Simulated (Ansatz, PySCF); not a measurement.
Gas-phase reaction (SMILES): [NH2][AlH][NH2] + N (NH3) → [NH2][Al]([NH2])[NH2] + [H][H] (H2); ammonia cleaves one Al-H bond, a model of a ligand-exchange step.

Structures are relaxed separately at B3LYP-D3(BJ)/def2-TZVP in Ansatz (a program for electronic structure), one conformer each, not searched for the lowest. Cores are frozen in the correlated levels unless marked. No spin-orbit coupling. Non-relativistic. Basis-set limits of correlation are two-point, X^-3; Hartree-Fock from the larger set. Thermal terms are rigid-rotor harmonic-oscillator values from B3LYP-D3(BJ) frequencies (Ansatz or PySCF) at 298.15 K and 1 atm. 1 Eh = 627.5095 kcal/mol.

```tsv
species	E, CCSD(T)/CBS(aug-cc-pV(T+d)Z,aug-cc-pV(Q+d)Z) (Ansatz) (Eh)	E, r2SCAN-D4/def2-TZVPD (Ansatz + dftd4) (Eh)	H - E (Eh)
[NH2][AlH][NH2]	-354.49447	-354.98174	0.06415
N (NH3)	-56.50411	-56.54744	0.03799
[NH2][Al]([NH2])[NH2]	-409.84719	-410.38149	0.08441
[H][H] (H2)	-1.17444	-1.17100	0.01336
```

Work out ΔE and ΔH at 298.15 K at the first level, then ΔH at the second.


1. ΔE = [(-409.84719) + (-1.17444)] - [(-354.49447) + (-56.50411)] = -0.02305 Eh = -14.5 kcal/mol at CCSD(T)/CBS(aug-cc-pV(T+d)Z,aug-cc-pV(Q+d)Z).
2. The terms H - E add up to -0.00437 Eh, so ΔH = (-0.02305 + (-0.00437))×627.5095 = -17.2 kcal/mol.
3. At r2SCAN-D4/def2-TZVPD the same steps give ΔE = -14.6 and ΔH = -17.4 kcal/mol, a shift of -0.2 from the first level.
4. These values are not checked against measurement here, since the tables used lack a sound gas-phase enthalpy of formation for at least one species.
